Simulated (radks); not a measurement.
Values are calculated unless marked as measured or tabulated.
Problem. Species: C. Configuration: [He] 2s2 2p2. Code: a radial shooting solver on a logarithmic mesh with Libxc functionals. Model: scalar-relativistic Kohn-Sham, OLYP, spin-unpolarised, spherical densities, point nucleus. Some entries of the table are withheld. Estimate them.

orbital,occ.,eigenvalue (Ry),r(max) (bohr)
1s,2,(1),0.1740
2s,2,(2),1.215
2p,2,(3),1.219

Solution. 
(1) 1s eigenvalue (Ry): -20.13138
(2) 2s eigenvalue (Ry): -1.01461
(3) 2p eigenvalue (Ry): -0.37865
